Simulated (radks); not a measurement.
Results of a calculation; reference values are marked as such.
Mg V, configuration [He] 2s1 2p5 (not the ground configuration). Level of theory: non-relativistic Kohn-Sham, B86b exchange with PBE correlation, spin-unpolarised, spherical densities, point nucleus (a radial shooting solver on a logarithmic mesh with Libxc functionals).

Unscreened Slater integrals over Kohn-Sham orbitals (hartree).

integral,value
"F0(2p,2p)",1.5029
"F2(2p,2p)",0.69614
"F0(2p,2s)",1.4340
"G1(2p,2s)",0.85770
"F0(2p,1s)",2.1031
"G1(2p,1s)",0.28782
"F0(2s,2s)",1.3886
"F0(2s,1s)",1.9578
"G0(2s,1s)",0.16020
"F0(1s,1s)",7.2002

Derived for the open shells (J is the average intra-shell exchange parameter used in DFT+U). 2p: J = F2/5 = 0.1392 hartree.
